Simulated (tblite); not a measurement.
A tight-binding relaxation on `CC1([C@@H](F)S(=O)(=O)[O-])CCC1`.

Computed with GFN2-xTB geometry optimisation, gas phase (tblite 0.8.0). Start geometry: from a force field or distance geometry. A driver script takes a list of jobs; this job's settings line and coordinates (Å) are shown.

Command:
```bash
OMP_NUM_THREADS=1 python probes_run.py task.json out
```

Input:
```
{"job": {"kind": "relax", "xc": "GFN2-xTB", "basis": "xTB"}, "charge": -1, "multiplicity": 1}
C     -0.075400     1.471900     0.901700
C     -0.264400     0.239500     0.079000
C      0.858100     0.043300    -0.888100
F      0.870200     1.140700    -1.748900
S      2.404500    -0.021300    -0.039000
O      2.717600     1.185700     0.752400
O      3.547300    -0.201000    -1.027600
O      2.399600    -1.420700     0.896900
C     -0.653800    -1.010500     0.867200
C     -1.651900    -1.289100    -0.242600
C     -1.667200     0.196000    -0.506800
H      0.628600     2.178800     0.433700
H      0.139300     1.269700     1.977700
H     -1.065900     2.016500     0.900700
H      0.696800    -0.840800    -1.547900
H     -1.105200    -0.788600     1.868100
H      0.090400    -1.814600     0.911700
H     -1.179300    -1.859600    -1.067800
H     -2.605400    -1.686800     0.144000
H     -2.381500     0.685000     0.190800
H     -1.711200     0.522800    -1.546200
```

Output:
```
step      E/eV     max force
  0   -1042.39194    8.060
  1   -1043.63068    2.845
  2   -1043.80176    3.437
  3   -1043.91459    0.782
  4   -1044.00231    0.715
  5   -1044.06978    0.843
  6   -1044.09064    0.476
  7   -1044.11595    0.440
  8   -1044.13932    0.585
  9   -1044.15890    0.414
... (136 lines left out)
146   -1044.38857    0.037
147   -1044.38886    0.033
148   -1044.38911    0.030
149   -1044.38933    0.029
150   -1044.38948    0.026
151   -1044.38957    0.022
152   -1044.38964    0.015
153   -1044.38970    0.013
154   -1044.38974    0.012
155   -1044.38978    0.009
```

«max force» is the largest atomic force in eV/Å.

Problem. From which step on does the largest force stay under 0.1 eV/Å, and how much energy is left to gain from there?

Solution. From step 133 (0.090 eV/Å), 6.2 meV above the end.

In short: energy lowered by 46.1 kcal/mol over 155 steps; largest atomic force 0.009 eV/Å at the end.

The run took 12 s wall, 4.8 s CPU on one thread, Intel Xeon at 2.50 GHz (x86_64) (shared host).
Labels such as C1 count atoms from 1, the log's own numbers from 0.
